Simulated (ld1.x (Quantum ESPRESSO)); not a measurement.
## u(r) = r·R(r): atom against pseudo-atom (Rh)

Columns: radius, all-electron u(r) and pseudo u(r) of the 5s shell (level -4.59 eV) of rhodium in the configuration [Ar] 3d10 4s2 4p6 4d8 5s1 5p0; LDA (PZ), scalar-relativistic, PAW scheme, ld1.x (Quantum ESPRESSO) 7.5.

```
r (bohr)  all-electron  pseudo
   0.118       -0.0964  0.0111
   0.235        0.1390  0.0232
   0.353        0.1381  0.0374
   0.470       -0.0270  0.0543
   0.588       -0.1847  0.0750
   0.705       -0.2643  0.0995
   0.822       -0.2655  0.1282
   0.940       -0.2086  0.1613
   1.058       -0.1178  0.1984
   1.175       -0.0133  0.2385
   1.292        0.0928  0.2811
   1.410        0.1937  0.3256
   1.528        0.2841  0.3706
   1.645        0.3618  0.4143
   1.763        0.4278  0.4564
   1.880        0.4813  0.4949
   1.998        0.5243  0.5294
   2.115        0.5570  0.5583
   2.232        0.5810  0.5812
   2.350        0.5977  0.5977
   2.468        0.6076  0.6076
   2.585        0.6119  0.6119
   2.702        0.6115  0.6115
   2.820        0.6070  0.6070
   2.938        0.5992  0.5992
   3.055        0.5887  0.5887
```

Question: How many radial nodes do the two functions have?

Answer: The all-electron 5s function has n − l − 1 = 4 (the table is too coarse to show those close to the nucleus); the pseudo-wave has 0, since the states of the same l below it are removed with the core.

Question: At about which radius was the pseudo-wave matched?

Answer: 2.35 bohr. The columns agree to 0.0005 from 2.23 bohr on; several derivatives are matched, so the curves merge somewhat inside the radius.

Question: Where does each function peak?

Answer: Outermost all-electron maximum near 2.58 bohr, pseudo maximum near 2.58 bohr (to the table’s step).

Question: Is the pseudo-wave norm-conserving?

Answer: No, it belongs to a PAW set: the norm inside the radius is not constrained, and the difference is carried by the augmentation charge.
